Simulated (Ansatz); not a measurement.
Reactions of C2H6AlFSi, SMILES `[CH3][Al]1[CH2][SiH]1F`.

Isolated molecules relaxed with PBE0-D4/def2-TZVP in Ansatz; ΔE leaves out vibrations. CBS: MP2 limit from def2 TZ/QZ plus the TZ coupled-cluster correction, frozen cores. This one scheme is used for every species, atoms too. Functionals use def2-TZVPP. B3LYP here is the variant with VWN-RPA as its local correlation; programs differ in this. Open shells (•) are unrestricted, without spin–orbit coupling. Spin–orbit coupling would lower the free atoms: a little for Al, C, F, Si. def2 core potentials past Kr. For Ga, Sn outer-core shells are correlated without core-valence functions, so the limit isn't a true one: a few kJ/mol of doubt a bond, and 10 to 20 or more in all where bonds break to atoms. Scalar relativity is left out up to krypton. Each species was taken in one conformer, which may not be the lowest.

```tsv
reaction	MP2/CBS(def2) (kJ/mol)	B3LYP-D4 (kJ/mol)	CCSD(T)/CBS(def2) (kJ/mol)
`[CH3][Al]1[CH2][SiH]1F` + `[NH2][GaH][OH]` → `[CH3][Ga]([NH2])[OH]` + `F[SiH]1[CH2][AlH]1`	8	13	8
`[CH3][Al]1[CH2][SiH]1F` → Al• + 2 C• + F• + 6 H• + Si•	3979	3896	3919
`[CH3][Al]1[CH2][SiH]1F` → `C=C(F)[SiH2][AlH2]`	247	203	222
`[CH3][Al]1[CH2][SiH]1F` + `[SH][Sn][SH]` → `C[S][Sn][SH]` + `F[SiH]1[CH2][AlH]1`	60	59	60
`[CH3][Al]1[CH2][SiH]1F` → `F/[C]([AlH2])=C\[SiH3]`	224	186	207
`[CH3][Al]1[CH2][SiH]1F` → `F[SiH]1[CH2][AlH]1` + `[CH2]` (triplet)	500	477	484
`[CH3][Al]1[CH2][SiH]1F` + H₂ → `[CH3][Al]1[CH2][SiH2]1` + H–F	113	112	108
`[CH3][Al]1[CH2][SiH]1F` → `C=[CH][Al]([F])[SiH3]`	-53	-74	-67
`[CH3][Al]1[CH2][SiH]1F` + H₂ → `F[SiH]1[CH2][AlH]1` + CH₄	-13	-22	-19
```

Largest T1 diagnostic: 0.018, for Al•.
